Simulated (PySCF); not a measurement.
Constitutional and geometric isomers with formula H5NSi2. Gas-phase values, no solvent. Strings in code marks are SMILES.

All values below come from PBE-D3(BJ)/def2-TZVP // PBE0-D3(BJ)/def2-TZVP in PySCF 2.14.0. Delta-SCF ions had no search for a lower state. Excitations are Tamm–Dancoff values on a coarser integration grid. The basis has no diffuse functions, so Rydberg states are missing or too high.

| species | S1 excitation (TDA) (eV) | HOMO (eV) | vertical ionisation energy (Delta-SCF) (eV) | HOMO–LUMO gap (eV) | T1 excitation (TDA) (eV) |
|---|---|---|---|---|---|
| `[H]/N=[SiH]\[SiH3]` | 3.47 | -6.00 | 9.12 | 3.19 | 2.86 |
| `N[SiH]=[SiH2]` | 3.99 | -4.90 | 7.62 | 2.50 | 1.83 |
| `[SiH3]N=[SiH2]` | 3.26 | -6.08 | 9.13 | 3.15 | 2.94 |
